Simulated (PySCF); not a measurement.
# Peak assignment

Bonds (- single, = double, # triple, : aromatic): C1-B2, B2-C3, B2-C4, C4:C5, C5:C6, C6:C7, C7-F8, C7:C9, C9:C10, C10:C4. C1 carries H11, H12, H13; C3 carries H14, H15, H16; C5 carries H17; C6 carries H18; C9 carries H19; C10 carries H20.

[PySCF 2.14: PBE0-D3(BJ)/def2-SVP geometry; σ from GIAO-B97-2/pcSseg-1; a single conformation; rapidly exchanging positions averaged; non-relativistic Hamiltonian; no solvent model]

Shifts are taken against calculated references (same method and geometry level): TMS for 13C (183.69 ppm), 1H (31.38 ppm).

(1) Assign these signals to the numbered atoms. 13C{1H} NMR (computed): δ 170.5, 141.0, 136.8, 116.9, 11.6.

(2) Assign these signals to the numbered atoms. 1H NMR (300 MHz, computed): δ 8.03 (m, 2H), 7.08 (m, 2H), 1.30 (s, 6H).

Results:

(1) 
170.5 → C7, aromatic carbon bearing fluorine: an ipso carbon deshielded by its heteroatom
141.0 → C5/C10, aromatic CH
136.8 → C4, substituted aromatic carbon
116.9 → C6/C9, aromatic CH
11.6 → C1/C3, methyl carbon bonded to B

(2) 
```tsv
δ (ppm)	atoms	environment	reason
8.03	H17/H20	hydrogen on an aromatic CH	it sits in the deshielding region of the aromatic ring current
7.08	H18/H19	hydrogen on an aromatic CH	–
1.30	H11/H12/H13/H14/H15/H16	hydrogen on a methyl carbon bonded to B	–
```

A carbon bonded to boron is broadened by the quadrupolar boron nucleus and is often missing from a measured spectrum. Splittings by 19F in the carbon and heteronuclear signals aren't shown, as no couplings were computed. Shifts are as computed. Against solution values, carbons near 30 ppm lie about +1 ppm off and those near 130 ppm about +2 ppm. Of 1211 compounds with measured shifts, 218 miss one by over three times the rms of a fit or turn the order of signals round; such compounds aren't used in these exercises. No couplings were computed; multiplicities are counted from neighbouring protons, with m where these are inequivalent, close in shift, in a saturated or five-membered ring or joined by F or P, and br s for small geminal =CH2 splittings.
